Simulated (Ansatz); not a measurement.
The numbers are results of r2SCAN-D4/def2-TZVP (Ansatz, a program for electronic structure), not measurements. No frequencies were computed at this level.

Ansatz 0.2 input:
```yaml
crystal:
  periodic: [false, false, false]
  atoms:
    - { symbol: N, position_ang: [1.643593, 0.252854, -0.53016] }
    - { symbol: C, position_ang: [0.670805, -0.311849, 0.029798] }
    - { symbol: Si, position_ang: [-1.098231, 0.23628, -0.378798] }
    - { symbol: H, position_ang: [2.573217, -0.082054, -0.269462] }
    - { symbol: H, position_ang: [0.795399, -1.125521, 0.764134] }
    - { symbol: H, position_ang: [-1.703122, 0.706953, 0.871104] }
    - { symbol: H, position_ang: [-1.822751, -0.952564, -0.83908] }
    - { symbol: H, position_ang: [-1.067899, 1.279598, -1.393324] }
basis:
  gaussian: { orbitals: def2-tzvp }
hamiltonian:
  xc: r2scan
  dispersion: d4
relax:
  max_steps: 150
```

Output:

```
Functional definition: r2SCAN
807 factors; their error is unknown
mean field evaluation 1: about -10477.7898 eV, gradient 5.3e1 eV
mean field evaluation 2: about -10466.7444 eV, gradient 8.4e1 eV
mean field evaluation 4: about -10483.6892 eV, gradient 9.1e0 eV
mean field evaluation 8: about -10483.8771 eV, gradient 4.2e-2 eV
mean field evaluation 16: about -10483.8579 eV, gradient 1.3e-5 eV
mean field -10483.85791770 eV, -385.2746722615 hartree, gradient 1.4e-5 eV, S^2 0.000000; 0 other end points of the search recorded, 0 dependent functions left out
reference -10483.85792956 eV, -385.2746726972 hartree; 16, 16 occupied and 113, 113 virtual orbitals, 807 factors
relax step   1: F+E_penalty+E_count = -10483.88722646 eV  Δ(F+E_penalty+E_count) = +0.000e0 eV  max|allowed force component| = 8.473e-1 eV/Å  Δτ_max = 0.0000 Å  (28 SCF iters, accepted)
these checks for a lower state are left out or cut short: starts, cluster_reference, orbital_swaps, neighbouring_geometries, increment
807 factors; their error is unknown
mean field -10483.89225348 eV, -385.2759340782 hartree, gradient 1.3e-5 eV, S^2 0.000000; 0 other end points of the search recorded, 0 dependent functions left out
reference -10483.89226538 eV, -385.2759345153 hartree; 16, 16 occupied and 113, 113 virtual orbitals, 807 factors
relax step   2: F+E_penalty+E_count = -10483.92150568 eV  Δ(F+E_penalty+E_count) = -3.428e-2 eV  max|allowed force component| = 4.118e-1 eV/Å  Δτ_max = 0.0315 Å  (32 SCF iters, accepted)
these checks for a lower state are left out or cut short: starts, cluster_reference, orbital_swaps, neighbouring_geometries, increment
807 factors; their error is unknown
mean field -10483.90143642 eV, -385.2762715448 hartree, gradient 1.4e-5 eV, S^2 0.000000; 0 other end points of the search recorded, 0 dependent functions left out
reference -10483.90144831 eV, -385.2762719816 hartree; 16, 16 occupied and 113, 113 virtual orbitals, 807 factors
relax step   3: F+E_penalty+E_count = -10483.93069723 eV  Δ(F+E_penalty+E_count) = -9.192e-3 eV  max|allowed force component| = 7.151e-2 eV/Å  Δτ_max = 0.0247 Å  (31 SCF iters, accepted)
these checks for a lower state are left out or cut short: starts, cluster_reference, orbital_swaps, neighbouring_geometries, increment
807 factors; their error is unknown
mean field evaluation 32: about -10483.9184 eV, gradient 6.9e-1 eV
mean field -10483.90219697 eV, -385.2762994945 hartree, gradient 1.4e-5 eV, S^2 0.000000; 0 other end points of the search recorded, 0 dependent functions left out
reference -10483.90220884 eV, -385.2762999309 hartree; 16, 16 occupied and 113, 113 virtual orbitals, 807 factors
relax step   4: F+E_penalty+E_count = -10483.93145811 eV  Δ(F+E_penalty+E_count) = -7.609e-4 eV  max|allowed force component| = 3.127e-2 eV/Å  Δτ_max = 0.0105 Å  (33 SCF iters, accepted)
these checks for a lower state are left out or cut short: starts, cluster_reference, orbital_swaps, neighbouring_geometries, increment
807 factors; their error is unknown
mean field -10483.90232001 eV, -385.2763040160 hartree, gradient 1.4e-5 eV, S^2 0.000000; 0 other end points of the search recorded, 0 dependent functions left out
reference -10483.90233188 eV, -385.2763044523 hartree; 16, 16 occupied and 113, 113 virtual orbitals, 807 factors
relax step   5: F+E_penalty+E_count = -10483.93158222 eV  Δ(F+E_penalty+E_count) = -1.241e-4 eV  max|allowed force component| = 1.027e-2 eV/Å  Δτ_max = 0.0095 Å  (34 SCF iters, accepted)
these checks for a lower state are left out or cut short: starts, cluster_reference, orbital_swaps, neighbouring_geometries, increment
807 factors; their error is unknown
mean field -10483.90233744 eV, -385.2763046565 hartree, gradient 1.4e-5 eV, S^2 0.000000; 0 other end points of the search recorded, 0 dependent functions left out
reference -10483.90234931 eV, -385.2763050928 hartree; 16, 16 occupied and 113, 113 virtual orbitals, 807 factors
relax step   6: F+E_penalty+E_count = -10483.93160047 eV  Δ(F+E_penalty+E_count) = -1.825e-5 eV  max|allowed force component| = 1.503e-3 eV/Å  Δτ_max = 0.0056 Å  (34 SCF iters, accepted)
807 factors; their error is unknown
mean field evaluation 64: about -10483.9148 eV, gradient 1.2e0 eV
mean field -10483.90233744 eV, -385.2763046565 hartree, gradient 1.4e-5 eV, S^2 0.000000; 1 other end points of the search recorded, 0 dependent functions left out
reference -10483.90234931 eV, -385.2763050928 hartree; 16, 16 occupied and 113, 113 virtual orbitals, 807 factors
Total energy: -10483.93161234 eV, -385.2773804895 hartree
Atom 0 at     1.661251     0.264285    -0.560965 Å, force     0.001503    -0.000568    -0.000005 eV/Å
Atom 1 at     0.682982    -0.302721     0.027730 Å, force    -0.000170     0.000125     0.000183 eV/Å
Atom 2 at    -1.085950     0.226688    -0.370112 Å, force    -0.000852     0.000006     0.000078 eV/Å
Atom 3 at     2.558303    -0.121688    -0.247477 Å, force    -0.000021    -0.000298    -0.000129 eV/Å
Atom 4 at     0.833161    -1.103487     0.773383 Å, force    -0.000823     0.001200    -0.000401 eV/Å
Atom 5 at    -1.738556     0.701933     0.878732 Å, force     0.000116    -0.000399     0.000511 eV/Å
Atom 6 at    -1.845898    -0.956515    -0.853676 Å, force     0.000455    -0.000525    -0.000137 eV/Å
Atom 7 at    -1.074283     1.295202    -1.393403 Å, force    -0.000208     0.000459    -0.000100 eV/Å
Dipole moment:     0.026171    -0.268998     0.251859 e Å
```

Cost: very roughly 30 core-seconds.
